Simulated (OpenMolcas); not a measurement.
# Ions of charge +2 along the 3d row with 6 water ligands in octahedral coordination

| Property | Result |
| --- | --- |
| Program | OpenMolcas 26.06 |
| Method | SS-CASPT2, IPEA 0.25 Eh, imaginary shift 0.1 Eh |
| Spin-orbit coupling | RASSI with atomic mean-field integrals over the reference wave functions |

The d shell is active; CASPT2 correlates the ligand valence shells and the outer metal core. Anionic complexes are neutralised by point charges behind the ligands. Distances were set from a Shannon-type radius of the metal (high-spin where two are listed) plus a fixed donor radius (H2O 1.36 Å). Ligand basis ANO-RCC-VDZP, DKH2 Hamiltonian. States (labels of O, taken over from Oh, the nearest higher group). Energies in cm-1 above the lowest state or level, χT in cm3 K/mol; under a threefold ground state the first gap can be a small split of the lowest multiplet, not the spin-orbit step; 10Dq and B are least-squares fits to the states below 45000 cm-1, weighted by degeneracy, with a free offset, and given where the rms deviation is under 5 % of |10Dq| (or 100 cm-1) and under 700 cm-1. Spin-only χT is S(S+1) / 2 for the spin of the ground state.

```
 Ion  Shell  R (Å)   Metal basis  Ground state  First state of that spin   10Dq  B (rms of fit)  First gap with spin-orbit (degeneracies)  χT at 300 K  First state of another spin  Spin-only χT
Ti2+    3d2   2.22  ANO-RCC-VTZP           3T1                 3T2 10580  12019       661 (237)                                  3 (2, 3)        1.099                     1T2 8790         1.000
 V2+    3d3   2.15  ANO-RCC-VDZP           4A2                 4T2 11230                                                     11160 (4, 2)        1.853                     2E 13380         1.875
Cr2+    3d4   2.16  ANO-RCC-VTZP            5E                  5T2 9300                                                         6 (1, 3)        2.961                    3T1 10290         3.000
Mn2+    3d5   2.19  ANO-RCC-VTZP           6A1                                                                               22260 (6, 2)        4.386                    4T1 22310         4.375
Fe2+    3d6   2.14  ANO-RCC-VDZP           5T2                   5E 8480                                                       190 (3, 2)        4.087                    3T1 14940         3.000
Co2+    3d7    2.1  ANO-RCC-VTZP           4T1                  4T2 7520                                                       360 (2, 4)        3.552                     2E 12570         1.875
Ni2+    3d8   2.05  ANO-RCC-VTZP           3A2                  3T2 7730                                                      7470 (3, 2)        1.394                     1E 14280         1.000
Cu2+    3d9   2.09  ANO-RCC-VTZP            2E                  2T2 6900   6903                                               6230 (4, 2)        0.587                                      0.375
```

The rows also differ in their metal basis, so part of each step comes from that.

Every ion keeps the highest spin of its shell. χT departs most from the spin-only value for Co2+, by +1.677 cm3 K/mol.

Roots that are degenerate in the reference are averaged as groups; the widest CASPT2 spread within a group is 840 cm-1 (the 3-fold group of multiplicity 3 near 7730 cm-1 above the lowest state of its run, Ni2+). Shifts and gaps below about the spread of the groups concerned are not significant. Over all roots computed the reference weight is 0.70 to 0.71 in Ti2+, 0.70 to 0.71 in V2+, 0.69 to 0.71 in Cr2+, 0.69 to 0.71 in Mn2+, 0.69 to 0.71 in Fe2+, 0.69 to 0.70 in Co2+, 0.69 to 0.70 in Ni2+; a low but even weight reflects the number of correlated electrons. Ligand-to-metal charge-transfer states are missing. Free-ion shares, where given, are those of the reference states; single-state CASPT2 does not remix them. An orbital triplet at a regular site is open to Jahn-Teller coupling, which can distort the site and quench the lowest spin-orbit gaps and is left out (holds for Ti2+; Fe2+; Co2+). With no ligand orbital active B as a rule stays too high, so bands that hang on it stand too high and its fall with covalency is understated (holds for Ti2+; V2+; Cr2+; Mn2+). With one d shell and no ligand orbital active, 10Dq can be off by tens of per cent for divalent 3d ions, low with halides held by bare charges and at times high in hosts (holds for Ti2+; V2+; Cr2+; Mn2+; Fe2+; Co2+). These CASPT2 states fit no ligand-field parameters well, so their order and spin gaps are uncertain (holds for V2+; Cr2+; Mn2+; Fe2+; Co2+; Ni2+). An orbital doublet at a regular site is open to a Jahn-Teller distortion, which this geometry leaves out (holds for Cr2+; Cu2+). A single d shell leaves out the double-shell effect, which counts most for late 3d ions, where the CASPT2 field can be off either way by tens of per cent (holds for Fe2+; Co2+; Ni2+; Cu2+). For late 3d ions with one d shell CASPT2 can put B and the spin-flip bands somewhat low as well as high (holds for Fe2+; Co2+; Ni2+). With one d shell and no ligand orbital active, 10Dq can be off by tens of per cent for divalent 3d ions, low with halides held by bare charges and at times high in hosts, and the orbital part of g and χT goes as 1/10Dq (holds for Ni2+; Cu2+). No measured value stands beside these numbers; the geometry is a model, was not optimised and need not be the one that this ion takes.
